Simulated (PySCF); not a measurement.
Sb(Br)2(Me) (CH3Br2Sb), SMILES [CH3][Sb]([Br])[Br].

Coordinates come from a PBE0-D3(BJ)/def2-SVP optimisation. The structure was generated by enumeration; whether it is a known compound was not checked. The def2 effective core potentials stand for the cores of Sb; spin–orbit coupling is left out.

The numbers are results of PBE/def2-TZVP (PySCF), not measurements.

Gas-phase values at a fixed geometry.

Computed frontier levels, gap, dipole moment and polarisability:
```json
{
  "highest_occupied_level": "-6.44 eV",
  "lowest_empty_level": "-2.71 eV",
  "orbital_gap": "3.73 eV",
  "dipole_moment": "2.84 D",
  "quadrupole, principal values (traceless, Buckingham form, about the centre of nuclear charge)": "-5.75, 1.07, 4.68 D·Å",
  "mean_static_polarisability": "96.6 bohr³ (14.31 Å³)",
  "polarisability_principal_values": "79.7, 95.0, 115.0 bohr³"
}
```
